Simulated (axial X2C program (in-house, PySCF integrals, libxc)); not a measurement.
# PtSi: bond constants with and without spin–orbit coupling

Calculated with an axial X2C code built on PySCF integrals. Spin-free means the one-electron spin-free X2C Hamiltonian; two-component (2c) means X2C with spin–orbit coupling and atomic mean-field two-electron Coulomb and Gaunt terms, so the difference of the two also holds small scalar two-electron terms. Basis: Pt dyall-cv3z [13s14p9d6f4g], Si dyall-v3z [8s7p2d1f] (cores contracted in-house); Gaussian nuclei, density fitting, unrestricted open shells. Masses: Pt 194.965 u, Si 27.977 u.

State, spin-free: M_S = 0, Λ = 0 (closed shell); electrons by block: σα: 18, σβ: 18, π+α: 9, π+β: 9, π-α: 9, π-β: 9, δ+α: 4, δ+β: 4, δ-α: 4, δ-β: 4, φ+α: 1, φ+β: 1, φ-α: 1, φ-β: 1. Fragments: Pt + Si.

State, 2c: Ω = 0 (closed shell); electrons by block: 1/2: 27, -1/2: 27, 3/2: 13, -3/2: 13, 5/2: 5, -5/2: 5, 7/2: 1, -7/2: 1. Fragments: Pt + Si.

```json
{"Hamiltonian": "spin-free", "level": "PBE0", "Re (Å)": "2.066", "ωe (cm⁻¹)": "562.5", "Be (cm⁻¹)": "0.1614", "αe (cm⁻¹)": "0.000577", "De (eV)": "5.06", "D0 (eV)": "5.03", "k (mdyn/Å)": "4.56", "μ (D)": "0.83"}
{"Hamiltonian": "spin-free", "level": "HF", "Re (Å)": "2.072", "ωe (cm⁻¹)": "543.8", "Be (cm⁻¹)": "0.1605", "αe (cm⁻¹)": "0.000628", "De (eV)": "1.64", "D0 (eV)": "1.60", "k (mdyn/Å)": "4.26", "μ (D)": "-0.23"}
{"Hamiltonian": "spin-free", "level": "MP2", "Re (Å)": "2.050", "ωe (cm⁻¹)": "616.3", "Be (cm⁻¹)": "0.164", "αe (cm⁻¹)": "0.000454", "De (eV)": "6.11", "D0 (eV)": "6.07", "k (mdyn/Å)": "5.47", "μ (D)": "n/a"}
{"Hamiltonian": "spin-free", "level": "CCSD", "Re (Å)": "2.066", "ωe (cm⁻¹)": "571.7", "Be (cm⁻¹)": "0.1615", "αe (cm⁻¹)": "0.000551", "De (eV)": "4.93", "D0 (eV)": "4.90", "k (mdyn/Å)": "4.71", "μ (D)": "n/a"}
{"Hamiltonian": "spin-free", "level": "CCSD(T)", "Re (Å)": "2.078", "ωe (cm⁻¹)": "558.2", "Be (cm⁻¹)": "0.1596", "αe (cm⁻¹)": "0.000555", "De (eV)": "n/a", "D0 (eV)": "n/a", "k (mdyn/Å)": "4.49", "μ (D)": "n/a"}
{"Hamiltonian": "spin-free", "level": "M06", "Re (Å)": "2.094", "ωe (cm⁻¹)": "524.0", "Be (cm⁻¹)": "0.1572", "αe (cm⁻¹)": "0.000588", "De (eV)": "4.84", "D0 (eV)": "4.81", "k (mdyn/Å)": "3.96", "μ (D)": "1.25"}
{"Hamiltonian": "2c", "level": "PBE0", "Re (Å)": "2.072", "ωe (cm⁻¹)": "553.9", "Be (cm⁻¹)": "0.1605", "αe (cm⁻¹)": "0.000588", "De (eV)": "4.81", "D0 (eV)": "4.78", "k (mdyn/Å)": "4.42", "μ (D)": "0.72"}
{"Hamiltonian": "2c", "level": "HF", "Re (Å)": "2.076", "ωe (cm⁻¹)": "540.8", "Be (cm⁻¹)": "0.1599", "αe (cm⁻¹)": "0.000619", "De (eV)": "1.34", "D0 (eV)": "1.31", "k (mdyn/Å)": "4.22", "μ (D)": "-0.33"}
{"Hamiltonian": "2c", "level": "CCSD", "Re (Å)": "2.070", "ωe (cm⁻¹)": "566.2", "Be (cm⁻¹)": "0.1608", "αe (cm⁻¹)": "0.000539", "De (eV)": "4.60", "D0 (eV)": "4.56", "k (mdyn/Å)": "4.62", "μ (D)": "n/a"}
{"Hamiltonian": "2c", "level": "CCSD(T)", "Re (Å)": "2.082", "ωe (cm⁻¹)": "552.9", "Be (cm⁻¹)": "0.159", "αe (cm⁻¹)": "0.000537", "De (eV)": "n/a", "D0 (eV)": "n/a", "k (mdyn/Å)": "4.41", "μ (D)": "n/a"}
{"Hamiltonian": "2c", "level": "M06", "Re (Å)": "2.100", "ωe (cm⁻¹)": "515.5", "Be (cm⁻¹)": "0.1563", "αe (cm⁻¹)": "0.000596", "De (eV)": "4.58", "D0 (eV)": "4.54", "k (mdyn/Å)": "3.83", "μ (D)": "1.13"}
```

Correlated methods: 14 electrons correlated (number of frozen shells: Pt 5 s, 4 p, 2 d, 1 f; Si 2 s, 1 p), 262 virtual spin orbitals or spinors in MP2, 90 natural virtuals in coupled cluster.

Dipoles are positive if Si is the positive end.

The state is a single determinant with fixed occupations, the lowest that a limited PBE0 search found. Closed shells are restricted here (equal orbitals for both partners); the stretched side of such a curve lies too high. Dissociation energies refer to the lowest single-determinant-based atoms at the same level and basis. De is not given where an atomic determinant may have missed its ground term or J level, or where the truncated virtual space spoils (T). CCSD and (T) use frozen natural virtuals with an MP2 correction for the truncation; (T) itself is uncorrected, so its De runs slightly low. The 2c atoms are single determinants rather than J levels; their spin–orbit lowering is only partly caught, and De is too large by that part. This holds for PBE0, CCSD, M06. Without a current term, density functionals place determinants with orbital angular momentum somewhat too high. The T1 diagnostic is large, a sign of multireference character.

No reliable constants came from MP2 (2c): no minimum in range, unconverged points, a curve that is not smooth, a change of character along it, or the two Hamiltonians disagreeing along it.

Rough cost a point (2c) on 1 thread(s) of a shared host, integrals apart: PBE0 0.7 s, HF 0.7 s, CCSD(T) 8 s, M06 1.1 s.
